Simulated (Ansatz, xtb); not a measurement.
**Isomers of C5H3N3 in order of energy**

6 gas-phase structures of C5H3N3, from a drawn sample of its isomers (lower ones may exist). Each was relaxed with GFN2-xTB:

A. `N#Cc1ncccn1`, a singlet
B. `N#Cc1cnccn1`, a singlet
C. `N#Cc1ccnnc1`, a singlet
D. `N#Cc1cncnc1`, a singlet
E. `N#Cc1ccncn1`, a singlet
F. `C#Cc1ncncn1`, a singlet

Problem. Estimate their order in r2SCAN-D4/def2-SVP energy at these geometries, lowest first.

Solution. Calculated order at r2SCAN-D4/def2-SVP: D (0.0), E (1.8), A (2.0), B (5.0), C (24.8), F (35.0) kcal/mol. Less than 1 kcal/mol parts E and A, so the order within that pair means little.

Energies above the lowest of each column, in kcal/mol; the last columns are at B3LYP-D3(BJ)/def2-SVP geometries and were run for some of them only (a dash: not run or not comparable):

```
structure  GFN2-xTB  HF/STO-3G  r2SCAN-D4/def2-SVP  B3LYP-D3(BJ)/def2-SVP  CCSD(T)/def2-SVP + ΔMP2/def2-TZVPP
        D       0.0        0.0                 0.0                    0.0                                 0.0
        E       2.3        0.5                 1.8                    1.7                                 1.5
        A       3.2        0.5                 2.0                    2.0                                 2.3
        B       6.6        2.9                 5.0                    4.6                                 5.4
        C      19.9       17.7                24.8                      –                                   –
        F      16.1       46.2                35.0                      –                                   –
```

Every level run on D puts it lowest or level with the lowest. Frequencies (GFN2-xTB) were run for A, B, D, E alone. ΔMP2 is the change of the MP2 energy from the smaller to the larger basis.

Over these structures GFN2-xTB departs from r2SCAN-D4/def2-SVP by 5.7 kcal/mol on average once a common shift is removed. A GFN2-xTB relaxation took about 0.12 s and the r2SCAN-D4/def2-SVP energy about 2.5 s on a shared host (Ansatz 0.2.0, xtb 6.7.1).
